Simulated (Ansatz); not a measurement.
Relaxation of Cl₂H₄O₃Sn (10 atoms, charge 0, multiplicity 1), to a largest force component of 0.03 eV/Å in at most 50 steps.

Level of theory: RHF/def2-SVP (Ansatz 0.2.0).

```xyz
10
Properties=species:S:1:pos:R:3
Sn -0.183 -0.140 0.000
Cl -0.177 -0.287 2.383
Cl 1.957 -0.447 -0.823
O -1.081 1.414 -0.702
H -1.906 1.222 -1.126
O -1.312 -1.604 -0.582
H -1.316 -2.421 -0.105
O 1.481 2.182 1.333
H 2.416 2.071 1.231
H 1.271 1.835 2.213
```

Where does it end, and by what steps?

The run converged. The force dipped under the threshold on the way, but the program's further checks kept it going. After 32 steps the energy has fallen by 0.363 eV; H9 moved furthest, 1.65 Å. Joined: Sn1–O8 (3.15 → 2.42 Å).

```
step  energy less start (eV)  largest force component (eV/Å)  accepted
   0                  0.0000                           1.111       yes
   2                 -0.1011                           1.773       yes
   4                 -0.2009                           1.505       yes
   6                 -0.2391                           0.065       yes
   8                 -0.2412                           0.180       yes
  10                 -0.2213                           0.939        no
  12                 -0.2463                           0.104       yes
  14                 -0.2491                           0.096       yes
  16                 -0.2548                           0.419       yes
  18                 -0.2632                           0.179       yes
  20                 -0.2773                           0.424       yes
  22                 -0.3154                           0.401       yes
  24                 -0.3296                           0.295       yes
  26                 -0.3467                           0.604       yes
  28                 -0.3584                           0.192       yes
  30                 -0.3622                           0.021       yes
  32                 -0.3627                           0.026       yes
```

```xyz
10
Properties=species:S:1:pos:R:3
Sn -0.050 -0.115 0.400
Cl -0.544 -0.620 2.617
Cl 2.100 -0.830 -0.190
O -0.710 1.541 -0.387
H -1.428 1.413 -0.993
O -1.219 -1.304 -0.615
H -1.209 -2.231 -0.431
O 1.199 1.741 1.320
H 0.867 2.491 0.838
H 2.145 1.738 1.264
```

The run took 100 s on 2 threads of Arm Neoverse V1 (shared host), peak memory 0.33 GiB.
